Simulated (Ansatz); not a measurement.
`[CH3][GeH]([CH3])[Cl]` + H₂ → `[CH3][GeH2][CH3]` + HCl  (hydrogenolysis of a Ge–Cl bond)

Program: Ansatz. Geometries: PBE0-D4/def2-TZVP. ΔE: electronic, gas phase. CCSD(T)/CBS is the MP2 limit (def2-TZVPP, def2-QZVPP) plus CCSD(T) − MP2 in def2-TZVPP, frozen cores. This one scheme is used for every species. Functionals use def2-TZVPP. For Ge outer-core shells are correlated without core-valence functions, which leaves a few kJ/mol of doubt a bond. Scalar relativity is left out up to krypton.

```tsv
species	BHLYP-D4 energy (Eh)
`[CH3][GeH]([CH3])[Cl]`	-2617.67314
H₂	-1.17009
`[CH3][GeH2][CH3]`	-2157.99826
HCl	-460.81729
```

(1) Work out ΔE.

Largest T1 diagnostic among the species: 0.010.

Results:

(1) ΔE = (-2157.99826) + (-460.81729) − (-2617.67314) − (-1.17009) = 0.02768 Eh = +72.7 kJ/mol. CCSD(T)/CBS gives +70.0 kJ/mol.

The D4 term adds +8.0 kJ/mol with B3LYP and +4.4 kJ/mol with PBE0; it sums over pairs of atoms, weighted by their polarisabilities, and B3LYP, whose exchange is more repulsive, gets the larger term. At CCSD(T), def2-SVP lies −13.8 kJ/mol from the extrapolated value and def2-TZVPP −3.1 kJ/mol. Leaving LDA and LC-ωPBE aside and taking each functional with its dispersion term where it has one, the values, not all of them listed here, spread over 7.8 kJ/mol, from CAM-B3LYP-D4 to r2SCAN-D4. LDA lies −3.7 kJ/mol from PBE without D4.

B3LYP here is the variant with VWN-RPA as its local correlation; programs differ in this.
